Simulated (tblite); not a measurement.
Compound: C4H8AsSi (doublet state).
SMILES with atom numbers: `[CH:1]#[C:2][SiH:3][As:4]([CH3:5])[CH3:6]` (hydrogens: H7 on C1; H8 on Si3; H9, H10, H11 on C5; H12, H13, H14 on C6)
Bond orders are those of one Lewis drawing.

Computed with GFN2-xTB (tblite), gas phase: L-BFGS steps from a force-field or distance-geometry start until the largest atomic force falls under 0.01 eV/Å.

Geometry at step 46:
```
atom  x, y, z in Å
C1      3.8347    0.2311   -0.1595
C2      2.7958   -0.2924    0.1596
Si3     1.1374   -0.7528    0.8065
As4    -0.5425    0.1623   -0.5434
C5     -1.0941    1.6765    0.6099
C6     -1.9119   -1.1424    0.0484
H7      4.7571    0.6264   -0.4743
H8      1.1548   -2.2355    0.8860
H9     -0.2256    2.2660    0.9125
H10    -1.6192    1.3366    1.5033
H11    -1.7656    2.3281    0.0465
H12    -1.5563   -2.1563   -0.1539
H13    -2.8442   -0.9994   -0.5008
H14    -2.1212   -1.0488    1.1169
```

Problem. What forces act on the atoms?

Solution. 
```tsv
atom	Fx (eV/Å)	Fy (eV/Å)	Fz (eV/Å)
C1	0.104	0.005	-0.024
C2	-0.031	0.080	-0.001
Si3	-0.055	-0.055	0.180
As4	-0.119	-0.118	-0.030
C5	0.027	0.033	-0.003
C6	0.059	0.002	-0.016
H7	0.043	-0.005	-0.016
H8	-0.013	0.040	-0.049
H9	-0.077	-0.033	-0.046
H10	0.061	0.002	-0.023
H11	0.019	-0.004	0.069
H12	-0.085	0.064	0.018
H13	0.044	0.013	0.041
H14	0.022	-0.025	-0.101
```

The largest, 0.20 eV/Å, acts on Si3; the rms over all components is 0.058 eV/Å. The forces sum to zero within rounding, as they must for an isolated molecule in no field.

Problem. Give the force on Si3 in Eh/bohr and in nN.

Solution. 0.196 eV/Å ÷ 51.422 = 0.00381 Eh/bohr, and 0.196 eV/Å × 1.602 = 0.31 nN.

Problem. How far is this geometry from the end of the optimisation?

Solution. 0.036 eV above it, and 0.208 Å rms away after alignment. The bonds farthest from their final lengths, with half the difference of the two atoms' forces along the bond (positive lengthens):

| bond | now (Å) | final (Å) | force along bond (eV/Å) |
| --- | --- | --- | --- |
| As4–C6 | 1.982 | 1.973 | -0.10 |
| Si3–As4 | 2.341 | 2.349 | +0.07 |
| C2–Si3 | 1.839 | 1.846 | +0.06 |
| As4–C5 | 1.982 | 1.978 | +0.05 |
| C5–H9 | 1.092 | 1.090 | -0.07 |
| C6–H12 | 1.093 | 1.091 | -0.06 |

The angle farthest from its final value is C1–C2–Si3, 168.1° against 173.6°.

What follows is the cost of the whole relaxation. The run took 0.67 s wall on one thread, Arm Neoverse V1 (aarch64), on a shared host.
